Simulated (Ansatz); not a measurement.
Program: Ansatz. Geometries: PBE0-D4/def2-TZVP. ΔE: electronic, gas phase. CCSD(T)/CBS is the MP2 limit (def2-TZVPP, def2-QZVPP) plus CCSD(T) − MP2 in def2-TZVPP, frozen cores. This one scheme is used for every species. One conformer a species, not always the lowest.

Consider the ligand exchange at a B–O bond: `COB(O)O[SiH3]` + H–F → `COB(O)F` + silanol.

`COB(O)O[SiH3]`:

Z-matrix (Å, degrees):
```
C
O 1 1.406
H 1 1.096 2 111.6
H 1 1.096 2 111.6 3 122.5
H 1 1.090 2 108.1 3 -118.8
B 2 1.371 1 121.7 3 -61.8
O 6 1.359 2 117.9 1 179.8
O 6 1.364 2 124.3 1 -0.2
Si 7 1.648 6 130.3 2 -0.2
H 8 0.958 6 114.5 2 0.2
H 9 1.485 7 110.8 6 -60.9
H 9 1.482 7 106.6 6 179.9
H 9 1.485 7 110.9 6 60.8
```

H–F:

Z-matrix (Å, degrees):
```
F
H 1 0.920
```

`COB(O)F`:

Z-matrix (Å, degrees):
```
C
O 1 1.414
H 1 1.092 2 108.7
H 1 1.092 2 108.8 3 -118.3
H 1 1.091 2 111.8 3 120.8
B 2 1.344 1 122.2 3 -121.5
F 6 1.336 2 117.4 1 -180.0
O 6 1.361 2 122.7 1 0.0
H 8 0.959 6 112.6 2 180.0
```

`O[SiH3]`:

Z-matrix (Å, degrees):
```
Si
O 1 1.648
H 1 1.489 2 111.7
H 1 1.489 2 111.7 3 120.9
H 1 1.481 2 105.9 3 -119.6
H 2 0.957 1 117.9 3 -60.5
```

| species | CCSD/CBS(def2) energy (Eh) |
| --- | --- |
| `COB(O)O[SiH3]` | -581.80229 |
| H–F | -100.38944 |
| `COB(O)F` | -315.52176 |
| `O[SiH3]` | -366.67836 |

Question: Work out ΔE.

Answer: ΔE = (-315.52176) + (-366.67836) − (-581.80229) − (-100.38944) = -0.00839 Eh = -5.3 kcal/mol. CCSD(T)/CBS gives -4.8 kcal/mol.

Largest T1 diagnostic among the species: 0.012.

The D4 term adds +2.2 kcal/mol with B3LYP and +1.3 kcal/mol with PBE0; it sums over pairs of atoms, weighted by their polarisabilities, and B3LYP, whose exchange is more repulsive, gets the larger term. In def2-TZVPP, CCSD(T) changes the Hartree–Fock value by +3.1 kcal/mol (the triples alone add +0.5 kcal/mol) and MP2 by +3.4 kcal/mol.

B3LYP here is the variant with VWN-RPA as its local correlation; programs differ in this.
